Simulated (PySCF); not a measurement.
From one molecule to another.

First species: C3H9FSSi2.
InChI=1S/C3H9FSSi2/c1-3-7(2,4)5-6/h3H,1H2,2,6H3/t7-/m0/s1

Second species: C3H9FSSi2.
Cartesian coordinates in Å at the GFN2-xTB level; atoms count from 1:
```
atom  x, y, z in Å
F1    -4.027   -0.950    0.946
C2    -3.603   -0.237   -0.112
C3    -2.344    0.136   -0.236
Si4   -1.034   -0.285    1.060
C5     0.637    0.106    0.235
S6     1.977   -0.255    1.427
Si7    3.669    0.251    0.220
H8    -4.419   -0.038   -0.795
H9    -2.096    0.706   -1.118
H10   -1.203    0.569    2.238
H11   -1.085   -1.703    1.411
H12    0.812   -0.503   -0.650
H13    0.721    1.154   -0.046
H14    3.632   -0.588   -0.974
H15    3.545    1.656   -0.158
H16    4.810   -0.013    1.074
```

Levels: CAM-B3LYP/def2-SVPD for dipole moment, HOMO energy, LUMO energy, HOMO–LUMO gap, static isotropic polarisability and electronic spatial extent ⟨r²⟩ about the centre of nuclear charge; TDDFT CAM-B3LYP/def2-SVPD for lowest singlet excitation; TDA CAM-B3LYP/def2-SVPD for lowest triplet excitation (Tamm–Dancoff); GFN2-xTB for rotational constant A and rotational constant C. Geometries: GFN2-xTB. All species are isolated and taken at one optimised geometry, non-relativistic unless stated; the electronic structure was computed with PySCF and density fitting.

The conformers computed, where there is a choice (atom-mapped SMILES and torsion angles):
- `[CH2:1]=[CH:2][Si@@:3]([CH3:4])([F:5])[S:6][SiH3:7]`: C1–C2–Si3–C4 97°, C2–Si3–S6–Si7 -65°
- `[F:1]/[CH:2]=[CH:3]\[SiH2:4][CH2:5][S:6][SiH3:7]`: C2–C3–Si4–C5 167°, C3–Si4–C5–S6 179°, Si4–C5–S6–Si7 179°

```csv
property,column X,column Y
dipole moment,1.71 D,2.97 D
HOMO energy,-8.72 eV,-8.19 eV
LUMO energy,0.30 eV,0.65 eV
HOMO–LUMO gap,9.02 eV,8.84 eV
lowest singlet excitation,6.06 eV,5.61 eV
lowest triplet excitation (Tamm–Dancoff),4.28 eV,4.29 eV
static isotropic polarisability,106.7 au,113.4 au
electronic spatial extent ⟨r²⟩ about the centre of nuclear charge,1459 bohr²,2498 bohr²
rotational constant A,1.747 GHz,6.163 GHz
rotational constant C,0.925 GHz,0.413 GHz
```

(1) Which column belongs to which species?

(2) How does each property change from the first species to the second?

## Answers

(1) Column X is the first species and column Y the second. The first has 16 atoms and 80 electrons, the second 16 and 80.

(2) dipole moment +1.26 D; HOMO energy +0.53 eV; LUMO energy +0.35 eV; HOMO–LUMO gap -0.18 eV; lowest singlet excitation -0.45 eV; lowest triplet excitation (Tamm–Dancoff) +0.01 eV; static isotropic polarisability +6.7 au; electronic spatial extent ⟨r²⟩ about the centre of nuclear charge +1039 bohr²; rotational constant A +4.416 GHz; rotational constant C -0.512 GHz.

On the first: No computed singlet falls in the visible range (750 to 380 nm, 1.65 to 3.26 eV); S1 lies 2.80 eV above its blue end. S1 lies 2.96 eV below the HOMO–LUMO gap; its leading configuration is HOMO→LUMO, weight 0.86.

On the second: In wavenumbers S1 is 45300 cm⁻¹ (1 eV = 8065.54 cm⁻¹). The polarisability is 16.80 Å³ as a volume (1 au = 0.148185 Å³), or 1.42 au for each of the 80 electrons.
